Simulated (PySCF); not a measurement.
Mg(OH)(NMe2) (C₂H₇MgNO), SMILES C[N](C)[Mg][OH].

Coordinates come from a PBE0-D3(BJ)/def2-SVP optimisation. The structure was generated by enumeration; whether it is a known compound was not checked. The values are those of a single conformer.

Calculation: TDA-M06-2X/def2-SVPD run with PySCF.

Vertical excitations. The molecule is in vacuum. State labels are in the subgroup C2v.

**Question.** Estimate the UV-visible absorptions. (The exact figures need the calculation; the answer reports its results.)

**Answer.** 
```csv
state,symmetry,energy (eV),λ (nm),f,main pairs
S1,B1,3.48,356,0.019,HOMO→LUMO 91 %
S2,A2,4.69,264,0.000,HOMO→LUMO+1 86 %
S3,A1,5.07,244,0.064,HOMO→LUMO+2 93 %
S4,B1,5.41,229,0.017,HOMO→LUMO+3 83 %
S5,B1,6.06,204,0.066,HOMO−1→LUMO 92 %
S6,B2,6.08,204,0.058,HOMO−2→LUMO 92 %
S7,B1,6.44,193,0.021,HOMO→LUMO+4 81 %
S8,A2,6.50,191,0.000,HOMO→LUMO+5 81 %
S9,A1,6.58,189,0.046,HOMO−3→LUMO 84 %
S10,B1,7.00,177,0.016,"HOMO→LUMO+9 63 %, HOMO→LUMO+8 30 %"
T1,B1,3.32,374,0,HOMO→LUMO 86 %
T2,A2,4.73,262,0,HOMO→LUMO+1 85 %
T3,A1,4.76,261,0,"HOMO→LUMO+2 78 %, HOMO→LUMO+7 17 %"
T4,B1,5.43,228,0,HOMO→LUMO+3 83 %
```
Triplets are in the Tamm–Dancoff approximation.
